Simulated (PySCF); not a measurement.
System: sum formula BN₃H₆, net charge 0, singlet state. 
Coordinates optimised at B3LYP-D3(BJ)/def2-TZVP (Ansatz):
```
B
N 1 1.4287
H 2 1.0032 1 123.25
H 2 1.0032 3 113.49 1 180.00
N 1 1.4289 2 120.03 3 6.06
H 5 1.0032 1 123.22 2 3.36
H 5 1.0032 6 113.47 1 175.69
N 1 1.4289 2 120.03 3 -173.94
H 8 1.0032 1 123.22 2 3.36
H 8 1.0032 9 113.47 1 175.69
```
Charge 0, spin multiplicity 1.

Dispersion corrections to the total energy (kcal/mol) from the dftd3 and dftd4 libraries through PySCF: D3(BJ) without and D4 with the three-body term, each with the damping fitted for the functional named.

| functional | D3(BJ) | D4 |
|---|---|---|
| HF | -29.88 | -13.07 |
| B2GP-PLYP | -1.89 | (withheld) |
| revPBE | (withheld) | -11.90 |
| CAM-B3LYP | -2.58 | -2.71 |
| r2SCAN | -0.99 | -0.81 |
| TPSS | -4.45 | -4.49 |
| PBE | -3.62 | (withheld) |

### Question
What belongs in the gaps?

### Answer

- B2GP-PLYP, D4: -1.35
- revPBE, D3(BJ): -9.48
- PBE, D4: -3.31
